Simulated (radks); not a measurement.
Neutral lutetium inside a hard spherical wall (all orbitals vanish at R), configuration held at [Xe] 4f14 5d1 6s2 and not refilled when levels cross. Calculated with a radial shooting solver on a logarithmic mesh with Libxc functionals: scalar-relativistic Kohn-Sham, LDA (Slater exchange, Perdew-Wang correlation), spin-polarised, spherical densities, point nucleus; open shells are filled with parallel spins first (spin-orbit coupling, left out, can overturn this in heavy ions). Eigenvalues in eV for spin up, with the zero of energy where the potential of the charges vanishes at infinity; a dash marks a level that is unbound or too diffuse for the functional's potential to be trusted. A positive occupied level is held by the wall or, in an anion where self-interaction has pushed it up, behind a barrier. The pressure on the wall is -dE/dV.

\begin{tabular}{lrrrrrrrrr}
R (bohr) & E (hartree) & kinetic (hartree) & e(5p) & e(4f) & e(6s) & e(5d) & e(6p, empty) & e(7s, empty) & pressure (GPa) \\ \hline
free & -14554.5265 & 15901.793 & -31.898 & -9.792 & -4.965 & -2.095 & -1.481 & -0.124 & 0 \\
12 & -14554.5264 & 15901.795 & -31.874 & -9.767 & -4.949 & -2.073 & -1.425 & 0.810 & 0.00301 \\
10 & -14554.5251 & 15901.806 & -31.778 & -9.669 & -4.882 & -1.990 & -1.257 & 1.914 & 0.0331 \\
8 & -14554.5158 & 15901.871 & -31.350 & -9.233 & -4.546 & -1.609 & -0.586 & 4.895 & 0.400 \\
7 & -14554.4968 & 15901.981 & -30.784 & -8.652 & -4.036 & -1.087 & 0.325 & 8.210 & 1.45 \\
5 & -14554.2900 & 15902.871 & -27.827 & -5.535 & -0.176 & 2.019 & 6.488 & 26.759 & 23.8 \\
3.5 & -14553.1375 & 15907.180 & -20.985 & 2.272 & 15.627 & 11.141 & 28.828 & 82.354 & 358 \\
2.5 & -14547.8795 & 15926.436 & -2.928 & 22.499 & 69.625 & 36.705 & 95.343 & 224.21 & 4550 \\
1.5 & -14492.7208 & 16101.244 & 126.70 & 123.85 & 429.42 & 201.41 & 488.47 & 953.99 & 177000 \\
\end{tabular}
